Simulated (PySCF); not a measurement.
Structure from 2D NMR

Compound of formula C₇H₁₉NSi. Correlations simulated from computed shifts and the bond graph:

HSQC (one-bond C–H):
| δH | δC |
| --- | --- |
| 2.79 | 46.6 |
| 1.19 | 30.6 |
| 1.13 | 25.8 |

COSY cross peaks (H two or three bonds apart, from the bond graph; peaks can be absent where the dihedral angle is near 90°):
| δH | δH |
| --- | --- |
| 2.79 | 1.13 |

HMBC (two and three bonds, from the bond graph):
| δH | δC |
| --- | --- |
| 4.49 | 53.3, 46.6 |
| 2.79 | 53.3, 25.8 |
| 1.19 | 53.3, 30.6 |
| 1.13 | 46.6, 25.8 |

Carbons without hydrogens: δ 53.3.

Method: NMR shieldings at CAM-B3LYP/pcSseg-1/GIAO, geometry: PBE0-D3(BJ)/def2-SVP, in PySCF 2.14 (single conformer, non-relativistic Hamiltonian, isolated molecule, rapidly exchanging positions averaged).

Scale: 1H (σ = 31.33 ppm), 13C (σ = 182.45 ppm) against TMS (reference shieldings calculated alike).

Exchangeable hydrogens are left out of these lists.

Assemble the structure.

## Answers

SMILES CC(C)N([SiH3])C(C)(C)C.

Structure with atom numbers: `[CH3:1][CH:2]([CH3:3])[N:4]([SiH3:5])[C:6]([CH3:7])([CH3:8])[CH3:9]`; H(Xn) means a hydrogen on atom n.

δC 53.3 is C6, a fully substituted sp3 carbon bonded to N. δC 46.6 is C2, an sp3 CH bonded to N (δH 2.79). δC 30.6 is C7/C8/C9, a methyl carbon (δH 1.19). δC 25.8 is C1/C3, a methyl carbon (δH 1.13). HMBC from δH 4.49 reaches the proton-free carbon C6. HMBC from δH 2.79 reaches the proton-free carbon C6. HMBC from δH 1.19 reaches the proton-free carbon C6. COSY links 2.79–1.13.

This is the structure that produced the data.

Shifts are as computed, not scaled to solution data. Of 1211 compounds with measured shifts, 218 miss one by over three times the rms of a fit or turn the order of signals round; such compounds aren't used in these exercises.
